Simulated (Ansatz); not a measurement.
The cluster InSn6⁺, relaxed as a singlet with RKS B3LYP-D4/def2-SVP in Ansatz, starting from the GFN2-xTB geometry. Force threshold 0.02 eV/Å.

In the def2 sets In, Sn take a core potential; there is no spin–orbit coupling. The structure comes from a short search, and lower isomers may exist.

Start:

Cartesian coordinates in Å:
```
In -2.308 -2.607 -0.799
Sn -0.811 -0.531 1.841
Sn -0.682 0.316 -1.030
Sn 1.247 -1.611 0.206
Sn 2.214 0.432 -1.665
Sn 1.329 1.233 1.038
Sn -0.988 2.768 0.410
```

(1) Estimate the energy that the relaxation releases and the steps that it takes.

(2) Does the start keep its bonding?

(3) Predict the relaxed structure.

## Answers

(1) 49.6 kJ/mol, in 25 steps; 7.8 min on 4 threads of Arm Neoverse N1 on a shared host. The force fell under the threshold at step 22, but the optimiser went on. No frequencies were taken in this run, so the end may be a saddle point.

(2) Bonds lost: Sn2–Sn4, Sn3–Sn6 (atoms count from 1). Bonds formed: In1–Sn2, In1–Sn4, Sn2–Sn7, Sn5–Sn7 (atoms count from 1). The end is the same structure that another start reached, the lowest one found.

(3) 
Cartesian coordinates in Å:
```
In -1.657 -3.325 0.712
Sn -1.740 -0.026 1.088
Sn -0.698 0.614 -1.591
Sn 0.885 -1.711 -0.710
Sn 2.211 1.286 -1.259
Sn 1.166 0.336 1.392
Sn -0.167 2.826 0.369
```
Bond lengths (bridged metal pairs left out): 11 × Sn–Sn 2.94 to 3.34 Å; 2 × In–Sn 3.32 to 3.33 Å.
